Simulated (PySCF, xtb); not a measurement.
HOSn, SMILES [OH+]=[Sn] (connectivity only; charge and spin as stated), charge +1, multiplicity 1.

Harmonic wavenumbers (cm⁻¹) from GFN2-xTB (xtb) at its own minimum, in rising order: 480, 480, 486, 3344.

What does PBE-D3(BJ)/def2-TZVP (PySCF) give at its own minimum? (Estimate from the structure and the level; the computed values follow.)

36, 36, 723, 3726. Paired by order, the mean absolute difference is 377 cm⁻¹ and the zero-point energies are 6.8 and 6.5 kcal/mol.
